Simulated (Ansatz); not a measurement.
```yaml
crystal:
  periodic: [false, false, false]
  atoms:
    - {symbol: Ru, position_ang: [0.636980, 0.806105, 0.383860]}
    - {symbol: Ru, position_ang: [-0.636674, -0.806112, -0.383000]}
    - {symbol: Br, position_ang: [0.572409, -2.077435, -1.977125]}
    - {symbol: Br, position_ang: [0.584065, 2.285842, -1.469214]}
    - {symbol: Br, position_ang: [-0.573001, 2.079481, 1.975604]}
    - {symbol: Br, position_ang: [2.905093, 0.120482, 0.315401]}
    - {symbol: Br, position_ang: [-0.584281, -2.288489, 1.467820]}
    - {symbol: Br, position_ang: [-2.904580, -0.119866, -0.313346]}
basis:
  gaussian: {orbitals: def2-TZVP, initial_orbitals: start.molden}
magnetization: {spin_polarized: true, initial_magnetization: 2}
hamiltonian: {xc: pbe0, dispersion: d4}
scf: {omitted_lower_state_checks: [starts]}
output: {orbitals: {seedname: orbitals}}
```

The file start.molden holds the orbitals of an earlier run on this structure, at another level or in another basis.

```sh
$ ansatz run in.yaml --threads 4 --pin off --events-out ev --progress --plain --max-ram 6963MiB
```

(1) Does this run fit into the memory that it is given?

Answers

(1) No. It has 368 basis functions, and Ansatz plans for 8 GiB where 7 GiB are given.
